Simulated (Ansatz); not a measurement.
C3H12GaOP (`C[O][Ga-]([CH3])([CH3])[PH3+]`). The species carries charge 0 and has multiplicity 1. Geometry: relaxed with PBE0-D4/def2-TZVP. It is one conformer, not always the lowest.

```xyz
18

C    -0.049    2.359    0.113
O     0.372    1.283   -0.667
Ga   -0.389   -0.383   -0.491
C    -1.958   -0.495    0.700
C     0.104   -1.563   -1.985
P     1.704   -0.676    1.104
H    -1.101    2.626   -0.062
H     0.557    3.241   -0.123
H     0.056    2.175    1.196
H    -2.097   -1.512    1.075
H    -1.865    0.179    1.553
H    -2.864   -0.219    0.154
H     1.063   -1.260   -2.409
H    -0.647   -1.505   -2.777
H     0.173   -2.607   -1.670
H     2.240   -1.627    2.007
H     1.829    0.452    1.941
H     2.871   -0.470    0.341
```

(1) What is the dipole moment at PBE/def2-TZVPP? (Best estimate.)

(2) And with r2SCAN, B3LYP, ωB97M-V? (Estimate.)

(3) Give the Mulliken charges with PBE, B3LYP, ωB97M-V in def2-TZVPP. (Estimate.)

Answers

(1) The calculation gave: 2.51 D, with components (1.11, -1.09, 1.97) D in this frame, pointing from negative to positive charge.

(2) Ansatz gave: r2SCAN 2.65 D, B3LYP 2.65 D, ωB97M-V 2.69 D.

(3) Ansatz gave: 
```
atom    PBE  B3LYP  ωB97M-V
  C1  -0.11  -0.10    -0.17
  O2  -0.37  -0.45    -0.44
 Ga3   0.40   0.50     0.47
  C4  -0.41  -0.42    -0.49
  C5  -0.39  -0.41    -0.49
  P6  -0.08  -0.04    -0.10
  H7   0.07   0.08     0.10
  H8   0.09   0.09     0.11
  H9   0.04   0.04     0.07
 H10   0.10   0.09     0.12
 H11   0.09   0.09     0.11
 H12   0.10   0.09     0.12
 H13   0.10   0.09     0.12
 H14   0.09   0.09     0.11
 H15   0.09   0.08     0.11
 H16   0.05   0.04     0.07
 H17   0.07   0.06     0.09
 H18   0.08   0.07     0.10
```

B3LYP here is the variant with VWN-RPA as its local correlation; programs differ in this.
